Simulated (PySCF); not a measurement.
Computed shifts of a molecule C₃H₃ClF₂, PBE/pcSseg-1 (PySCF), GIAO, gas phase, atoms alike by connectivity averaged where their shifts nearly agree, in ppm (number of nuclei): ¹⁹F: -144.4 (1), -173.3 (1). ¹³C: 142.8 (1), 134.9 (1), 123.4 (1). ¹H: 6.91 (1), 6.82 (1), 6.19 (1). References: ¹⁹F against CFCl3 (σ = 133.6 ppm); ¹³C against TMS (σ = 182.0 ppm); ³⁵Cl against HCl (σ = 936.5 ppm); ¹H against TMS (σ = 31.49 ppm), references at their B3LYP-D3(BJ)/def2-TZVP geometries, non-relativistic (without spin–orbit terms, shifts of atoms bonded to Cl or Br come out too high). Coordinates come from a B3LYP-D3(BJ)/def2-SVP optimisation. The values are those of a single conformer.

**Question.** Which structure fits?
A) FC1(F)C[C@H]1Cl
B) C/C(F)=C(\F)Cl
C) F[C@@H]1C[C@@]1(F)Cl
D) FC(F)/C=C/Cl

**Answer.** D, FC(F)/C=C/Cl
